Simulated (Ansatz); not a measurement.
Basis sets compared for Cu4S4. The state is a singlet with charge 0. Geometry PBE-D4/def2-SVP. Ansatz on 4 threads of Arm Neoverse V2 on a shared host; times are rough, and most runs start from earlier orbitals.

| atom | x (Å) | y (Å) | z (Å) |
| --- | --- | --- | --- |
| Cu1 | 0.049 | 1.372 | 0.927 |
| Cu2 | -0.806 | -0.921 | 0.455 |
| Cu3 | 0.427 | 0.203 | -1.380 |
| Cu4 | 1.668 | -0.836 | 0.811 |
| S5 | -0.836 | 2.049 | -1.018 |
| S6 | 0.276 | -0.243 | 2.412 |
| S7 | -1.985 | 0.176 | -1.131 |
| S8 | 1.207 | -1.801 | -1.074 |

The 6-31G sets use Cartesian d functions. A triplet lies near this restricted singlet, and broken spin symmetry wasn't tried. The structure comes from a short search, and lower isomers may exist.

Binding counts from free atoms (Cu doublet, S triplet) in the same basis, without a counterpoise term.

| level | functions | energy (Eh) | HOMO (eV) | LUMO (eV) | binding per atom (eV) | wall time |
| --- | --- | --- | --- | --- | --- | --- |
| HF/STO-3G | 108 | -8054.1616 | -3.20 | 1.59 | – | 18 s |
| HF/6-31G | 168 | -8144.5797 | -8.87 | -3.22 | 1.45 | 7 s |
| PBE-D4/def2-SVP | 196 | -8152.0718 | -5.46 | -5.04 | 3.30 | 6.5 s |
| PBE-D4/def2-TZVP | 328 | -8153.6145 | -5.68 | -5.24 | 3.00 | 12 s |
| BLYP-D4/def2-TZVP | 328 | -8155.6416 | -5.54 | -5.09 | 2.76 | 13 s |

(1) Estimate the rows for PBE-D4/def2-TZVPD, BLYP-D4/def2-TZVPD.

Results:

(1) 
```
             level  functions  energy (Eh)  HOMO (eV)  LUMO (eV)  binding per atom (eV)  wall time
 PBE-D4/def2-TZVPD        376   -8153.6186      -5.72      -5.28                   3.01       20 s
BLYP-D4/def2-TZVPD        376   -8155.6461      -5.59      -5.13                   2.77       22 s
```
